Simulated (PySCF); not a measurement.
# [YH2]+ at several levels of theory

Computed with PySCF 2.14.0 (density fitting, no spin-orbit coupling) at the geometry relaxed with PBE0:

```xyz
3
[YH2]+ (singlet)
Y     0.0000    0.0000   -0.1848
H     1.5117    0.0000    0.9375
H    -1.5117    0.0000    0.9375
```

```tsv
level	basis	state	HOMO (eV)	gap (eV)	charge on Y1 (e)	dipole about the centre of mass (D)	largest force component (eV/Å)
PBE0	Y def2-SVP with ECP28, H def2-SVP	singlet	-12.87	5.00	1.27	4.41	0.00
TPSS	the same	singlet	-11.85	3.26	1.30	4.35	0.09
PBE0	Y def2-TZVP with ECP28, H def2-TZVP	singlet	-12.89	5.03	1.13	4.46	0.01
```

Charges are Mulliken's, which hang on the basis. The relaxation used the grid (50, 194), these runs (75, 302) or, all-electron (x2c bases, spin-free X2C Hamiltonian), (99, 590).

Question: What does PBE with Y def2-SVP with ECP28, H def2-SVP give here?

Answer: state singlet, HOMO (eV) -11.71, gap (eV) 2.88, charge on Y1 (e) 1.20, dipole about the centre of mass (D) 4.01, largest force component (eV/Å) 0.18. Time: 0.5 s on 2 threads of Intel(R) Xeon(R) 6975P-C (Granite Rapids), on a shared host, from an already converged density.

In the first row's basis the gap widens with exact exchange: 2.9 to 3.3 eV for PBE, TPSS (none); 5.0 eV for PBE0 (a fixed share).
